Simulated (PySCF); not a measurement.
An unknown is described by computed data only.

Formula: C5H5ClN2.

* Polarisability: 84.0 au [CAM-B3LYP/def2-SVPD]
* 1H NMR: chemical shifts (computed TMS as zero) by class: 9.27 (1 H), 7.28 (1 H), 2.40 (3 H) ppm [GIAO PBE0/pcSseg-1]
* Rotational structure: rotational constants A, B, C: 3.654, 1.230, 0.926 GHz [GFN2-xTB]
* Triplet: lowest triplet excitation (Tamm–Dancoff): 2.99 eV [TDA CAM-B3LYP/def2-SVPD]
* 13C NMR: chemical shifts (computed TMS as zero) by class: 167.3 (1 C), 155.1 (1 C), 143.4 (1 C), 132.4 (1 C), 20.1 (1 C) ppm [GIAO PBE0/pcSseg-1]
* NMR, other nuclei: isotropic shieldings of nuclei other than C and H, by class: -202 (1 N), -175 (1 N), 671 (1 Cl) ppm [GIAO PBE0/pcSseg-1]
* UV, first state: lowest singlet excitation: 3.78 eV (328 nm, f = 0.004) [TDDFT CAM-B3LYP/def2-SVPD]
* Dipole: 5.18 D [CAM-B3LYP/def2-SVPD]

Electronic properties: PySCF, gas phase, density fitting. Levels stand in brackets. Geometry: GFN2-xTB; no solvent, vibrations or thermal averaging. GFN2-xTB frequencies show an imaginary mode (28i cm⁻¹), so this geometry is no minimum at that level. Each NMR value is the plain mean over a class of atoms that symmetry, rotation or inversion makes alike.

Problem. Give a SMILES that accounts for the data.

Solution. Numbering: `[CH3:1][c:2]1[cH:3][n:4][n:5][c:6]([Cl:7])[cH:8]1`. Its formula, C5H5ClN2, gives 4 degrees of unsaturation: 1 ring and 3 π bonds in the structure found (Kekulé form). 5 carbons fall into 5 classes; from least to most shielded: aromatic C–Cl carbon [C6] (167.3 ppm), aromatic CH next to a ring nitrogen [C3] (155.1 ppm), substituted aromatic carbon [C2] (143.4 ppm), aromatic CH carbon [C8] (132.4 ppm), benzylic-type carbon [C1] (20.1 ppm). Hydrogen classes from least to most shielded: 1 H on an aromatic CH next to a ring nitrogen, C3 (9.27 ppm), 1 H on an aromatic CH carbon, C8 (7.28 ppm), 3 H on a benzylic-type carbon, C1 (2.40 ppm). The other shieldings belong to: -202 ppm, pyridine-type nitrogen [N4]; -175 ppm, pyridine-type nitrogen [N5]; 671 ppm, aryl chlorine [Cl7]. S1 is mainly HOMO→LUMO (weight 0.97); the largest Löwdin shares of the orbital it empties are 0.41 on a pyridine-type nitrogen, 0.36 on a pyridine-type nitrogen, 0.08 on the aromatic CH next to a ring nitrogen and 0.07 on the aromatic C–Cl carbon, of the orbital it fills 0.22 on a pyridine-type nitrogen, 0.20 on the aromatic CH carbon, 0.18 on the substituted aromatic carbon and 0.16 on a pyridine-type nitrogen. By its constants the optimised geometry is an asymmetric top. Structure: `Cc1cnnc(Cl)c1`. Computed isomers that give other values at the same levels: `Cc1nccnc1Cl` (13C chemical shifts (computed TMS as zero) by class: 160.2 (1 C), 159.1 (1 C), 147.4 (1 C), 147.3 (1 C), 25.7 (1 C) ppm). The assignments are read from this structure; whether some other isomer fits the data as well wasn't checked.
